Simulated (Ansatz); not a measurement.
The same hydrogenolysis along the group F, Cl, Br, I.

Computed with Ansatz on PBE0-D4/def2-TZVP structures; ΔE is electronic, products minus reactants. CCSD(T)/CBS adds triple-zeta CCSD(T) − MP2 to the extrapolated MP2 energy (def2 sets, frozen cores). This one scheme is used for every species. DFT in def2-TZVPP. B3LYP here is the variant with VWN-RPA as its local correlation; programs differ in this. def2 core potentials past Kr. For Br, I, K outer-core shells are correlated without core-valence functions, which leaves a few kJ/mol of doubt a bond. Scalar relativity is left out up to krypton.

```
                     reaction  B3LYP-D4 (kcal/mol)  PBE-D4 (kcal/mol)  CCSD/CBS(def2) (kcal/mol)  MP2/CBS(def2) (kcal/mol)  CCSD(T)/CBS(def2) (kcal/mol)
 `[F][K]` + H₂ → `[KH]` + H–F                 41.3               40.3                       42.4                      46.3                          42.8
`[Cl][K]` + H₂ → `[KH]` + HCl                 58.4               56.1                       61.9                      65.5                          61.8
`[K][Br]` + H₂ → `[KH]` + HBr                 63.8               61.3                       66.8                      70.4                          66.7
  `[K][I]` + H₂ → `[KH]` + HI                 65.9               63.7                       69.8                      74.2                          69.6
```

Largest T1 diagnostic: 0.017, for `[KH]`.
